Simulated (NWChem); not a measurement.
# Atomisation of H$_{5}$AlClN

```
N
H 1 1.0241
H 1 1.0241 2 107.51
H 1 1.0241 2 107.51 3 -114.78
Al 1 2.0697 2 113.19 3 122.61
H 5 1.5912 1 100.56 2 62.32
H 5 1.5912 6 121.04 1 109.26
Cl 5 2.1630 6 115.46 7 147.36
```
Charge 0, spin multiplicity 1.

All runs are NWChem calculations. The geometry was optimised at B3LYP/def2-SVP, a minimum by its harmonic frequencies.

Basis set: def2-TZVP. The atomisation energy is electronic alone: no zero-point, thermal, spin-orbit or counterpoise terms. No value is extrapolated to the basis-set limit. Free atoms are single determinants with multiplicities Al 2, H 2, Cl 2, N 4. Correlated methods freeze the same cores in atoms and molecule, 11 orbitals in all.

```csv
method,atomisation energy (kcal/mol),relative cost
B3LYP,569.6,under 3
HF,422.9,1
MP2,553.6,under 3
CAM-B3LYP,574.5,10
PBE0,565.4,under 3
BP86,582.9,under 3
PBE,570.3,under 3
M06-2X,572.8,under 3
```

The values span 159.9 kcal/mol, from HF (lowest) to BP86 (highest). The cost column gives rough processor time relative to HF; each entry includes its own SCF. Costs are the molecule's.

B3LYP has NWChem's definition, with VWN1-RPA local correlation. GW and range-separated runs recompute their integrals, the others keep them in memory, which bears on the times. The structure started from a generated list of species. The stability of the SCF solutions was not checked. Open-shell Hartree-Fock references start from PBE0 orbitals; any time given for them includes that run.
